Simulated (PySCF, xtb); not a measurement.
CF₂, SMILES F[C]F (connectivity only; charge and spin as stated), charge +1, multiplicity 2.

Coordinates come from a PBE0-D3(BJ)/def2-TZVP optimisation. The isomer is the one that the SMILES or the coordinates give; other isomers of the formula were not compared.

The numbers are results of C-PCM-PBE0/def2-SVP in PySCF 2.14.0, not measurements.

The values are the electrostatic part of the solvation free energy, E(continuum) − E(gas) at the gas-phase geometry, in a cavity of scaled van der Waals radii (PySCF's table); cavitation and dispersion terms are not included.

| solvent | ε | ΔG(elec) (kcal/mol) |
|---|---|---|
| water | 78.36 | -74.0 |
| dimethylsulfoxide | 46.83 | -73.4 |
| 1-octanol | 9.86 | -67.4 |

For comparison, GFN2-xTB/ALPB(water) (xtb, at the GFN2-xTB geometry, all terms of that model) gives -72.7 kcal/mol.
